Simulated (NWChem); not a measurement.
Molecule: MgCl, doublet; SMILES [Mg][Cl]

Program: NWChem. Pople sets run with spherical d functions. Spin-unrestricted. The spin multiplicity was typed, not searched, and may not be the lowest. No stability test was run on the SCF state. B3LYP is NWChem's, with the RPA form of VWN correlation. Each level has its own optimisation; frequencies are unscaled.

| level | r Cl–Mg (Å) | highest harmonic frequency (cm⁻¹) | zero-point energy (kcal/mol) | dipole (D) |
|---|---|---|---|---|
| BP86/def2-TZVP | 2.230 | [?] | 0.6 | 3.38 |
| BLYP/def2-SVP | 2.248 | 447 | 0.6 | 2.99 |
| B3LYP/6-31G* | 2.239 | 444 | 0.6 | 3.55 |
| PBE0-D3(BJ)/def2-TZVP | 2.211 | 457 | 0.7 | 3.38 |

**Question.** Some entries are withheld; supply them.

**Answer.** 
- BP86/def2-TZVP, highest harmonic frequency (cm⁻¹): 438
